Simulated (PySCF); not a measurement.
Input of a run (PBE0-D3(BJ)/def2-SVP geometry optimisation, gas phase, def2 core potentials past Kr (PySCF 2.14.0)), started from GFN2-xTB:
```
{"job": {"xc": "PBE0", "basis": "def2-SVP", "d3": "d3bj", "grid": 1, "maxiter": 40, "kind": "geom"}, "charge": -2, "multiplicity": 4}
V      0.001400     0.001830     0.005630
I      0.030840    -0.025730     2.759120
I      2.605650     0.015780    -0.911450
I     -1.320390     2.244940    -0.918880
I     -1.317500    -2.236820    -0.934420
```

Output (energies in Eh, forces in Eh/bohr):
```
step   0  E = -2134.82790764  max force = 0.009817
step   1  E = -2134.82953786  max force = 0.001680
step   2  E = -2134.82969454  max force = 0.001370
step   3  E = -2134.82969849  max force = 0.001256
step   4  E = -2134.82968854  max force = 0.000785
step   5  E = -2134.82968335  max force = 0.000230
step   6  E = -2134.82968077  max force = 0.000101
optimisation converged
```

Task: Summarise the run.

Result: The energy falls by 0.048 eV over 7 energy and gradient evaluations, the largest force component goes from 0.0098 to 1.0e-04 Eh/bohr, and the atoms move by 0.113 Å rms after alignment. The bond that changes most is V1–I2 (ends: vanadium bonded to 4 I; iodine bonded to V), which lengthens by 0.112 Å. Bonds longer at the end by more than 0.005 Å: 4 of 4; shorter: 0. Among the angles that change most is I2–V1–I4, from 110.4° to 114.6°. The energy rose by more than 1e-6 Eh at steps 4, 5 and 6. The first step brought 92 % of the lowering.

Task: What are the final bond lengths?

Result: V1–I2 2.866 Å, V1–I3 2.792 Å, V1–I4 2.796 Å, V1–I5 2.793 Å. Numbering counts from 1 in the input's order; the species is [VI4]2-, `[I][V-2]([I])([I])[I]` [quartet].

The run used 135 basis functions and 133 SCF cycles in all.

No PBE0-D3(BJ)/def2-SVP frequencies stand behind this structure, so it isn't proved a minimum. ⟨S²⟩ = 3.765 (exact for a quartet: 3.75). Whether so highly charged an anion holds all its electrons in the gas phase wasn't checked; a finite basis holds them in any case. No counter-ion or solvent screens the charge of this multiply charged ion. The geometry's basis has no diffuse functions, a weakness for an anion.

For an open-shell metal species like this, the optimisation's SCF solution wasn't tested for stability and no frequencies at its level were run, so a lower state or another shape may exist.
